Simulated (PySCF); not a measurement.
# One molecule, several mistakes: B2CH4N

Calculated results; nothing here was measured. The program is PySCF 2.14.0, an open-source quantum chemistry code, run on an isolated molecule that a program drew, which may never have been made. The molecule is B2CH4N (charge 0, doublet), drawn as the SMILES string `B[CH]B=N`.

Each row is a Hartree-Fock (HF) and frozen-core CCSD(T) single point in the cc-pVDZ basis, meant for a local HF minimum. Run 1 is clean. Each other run has one planted mistake out of seven kinds, and not every kind appears here: one electron removed, one electron added, multiplicity raised by two, geometry at a saddle point, minimal basis STO-3G, one bond length entered in bohr, all coordinates scaled. The reference is restricted for singlets and unrestricted otherwise, and also for a bond in bohr. Adding or removing an electron swaps singlet and doublet. Electrons count all cores. HOMO and LUMO are orbital energies over both spins, the gradient is its largest component, and the lowest frequency (negative if imaginary) is given only where the gradient is small. Bond lengths are over the 7 bonds as drawn. T1 is the CCSD diagnostic: over 0.02 (restricted) or 0.045 (unrestricted) a single reference is doubtful.

Geometry of the clean run:
```xyz
8
B2CH4N, angstrom
B     1.8314    0.0572    3.3737
C     2.0846    0.2230    1.8498
B     1.5137    1.3493    0.9898
N     1.0524    2.2580    0.2976
H     2.3226   -0.8612    3.9689
H     1.1451    0.8432    3.9644
H     2.7099   -0.5021    1.3349
H     0.6798    2.9876   -0.2482
```

```
run,electrons,basis functions,<S^2>,HOMO (eV),LUMO (eV),gradient (hartree/bohr),lowest frequency (cm^-1),mean bond (Å),longest bond (Å),T1,HF (hartree),CCSD(T) (hartree),mistake
1,27,76,0.775,-10.78,0.33,3.8e-05,143,1.2548,1.554,0.0208,-143.99372,-144.48106,no fault
2,27,24,0.811,-8.88,4.30,6.8e-02,-,1.2548,1.554,0.0247,-142.16997,-142.40170,minimal basis STO-3G
3,27,76,1.554,-9.46,1.38,2.3e-02,-,1.4523,2.936,0.0696,-143.82079,-144.31004,one bond length entered in bohr
4,27,76,0.799,-10.21,0.40,5.3e-02,-,1.3426,1.662,0.0243,-143.95753,-144.46017,all coordinates scaled
5,27,76,3.771,-3.99,-1.40,1.7e-01,-,1.2548,1.554,0.0124,-143.77784,-144.22849,multiplicity raised by two
6,28,76,0.000,-2.09,8.98,6.7e-02,-,1.2548,1.554,0.0178,-144.01817,-144.54837,?
```

**Which mistake was planted in run 6, and what did it cost?**

It counts 28 electrons, one more than the clean run, at the same geometry and basis. So the mistake is: one electron added. Subtracting run 1 and multiplying by 627.51 kcal/mol a hartree, the energy moved by -15.3 kcal/mol in HF and -42.2 kcal/mol in CCSD(T).

Cautions from the logs. Run 3: T1 is over the limit, so its CCSD(T) energy is less reliable.
